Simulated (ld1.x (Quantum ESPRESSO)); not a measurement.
Before and after: TM potential for Au (Z = 79)

ld1.x (Quantum ESPRESSO) 7.5 input, shortened:

```
&input
   title='Au', zed=79., rel=1, dft='PZ', iswitch=3,
   config='[Xe] 4f14 5d8 6s0 6p0'
 /
 &inputp
   pseudotype=2, tm=.true., lloc=2,
   nlcc=.true.
 /
3
6S  1  0   0.00   0.00  1.65  1.65  0.0
6P  2  1   0.00   0.00  2.05  2.05  0.0
5D  3  2   8.00   0.00  1.50  1.50  0.0
 &test
   configts(1)='5d8 6s0 6p0'
 /
```

Change: core [Kr] 4d10 4f14, valence charge 19; reference 5s2 5p6 5d10 6s1 6p0; waves now 5p (bound): rc 1.10 bohr; 5d (bound): rc 2.05 bohr; 5s (bound): rc 1.20 bohr; local potential the s channel; core correction none.

Cutoffs: the cutoffs (Ry, on a coarse ladder) from which the occupation-weighted sum of valence levels, in a spherical-Bessel basis at the reference potential, stays within 10 and 1 mRy of its value at 400 Ry; they do not see the model core or the augmentation charge, which bear on the density cutoff. Errors are all-electron minus pseudo energies relative to the spin-unpolarised reference configuration.

What does the change do?

The potential gets harder (45 Ry and 80 Ry → 160 Ry and 230 Ry); the bound ghost in p, s disappears; the miss of the reference levels goes from 0.00 to 0.50 eV; the range in which the s phases agree narrows (upper end 4.0 → -1.2); the range in which the p phases agree widens (upper end -1.2 → 1.0). The added semicore shells are compact, so their waves need more plane waves. Several settings change at once here, so the effects cannot be laid on one of them.

| quantity | base | changed |
| --- | --- | --- |
| cutoff, loose | 45 Ry | 160 Ry |
| cutoff, tight | 80 Ry | 230 Ry |
| bound ghosts | s, p | none |
| largest miss of a reference level, eV | 0.00 | 0.50 |
| largest error over its own tests, meV | -3887 | -1124 |
| s: phases at 2.25 bohr within 0.05 rad from the reference energy up to (Ry; the scan ends near 5) | 4.0 | -1.2 |
| p: phases at 2.25 bohr within 0.05 rad from the reference energy up to (Ry; the scan ends near 5) | -1.2 | 1.0 |
| d: phases at 2.25 bohr within 0.05 rad from the reference energy up to (Ry; the scan ends near 5) | 1.3 | to the end of the scan |

Base: These tests converged, but a pseudo level misses the all-electron one widely, so the file describes the atom poorly there or has found another state: 5d10 6s0 6p1: 5d by 4.6 eV; 5d9 6s1 6p1: 5d by 5.1 eV. Changed file: The 6s level has no wave, so the channel is fitted at the deeper level alone: the likely source of the large errors. A true bound ghost makes a file unfit for plane-wave use even where its test errors are small: the radial tests pick states by their node count and pass the ghost by.
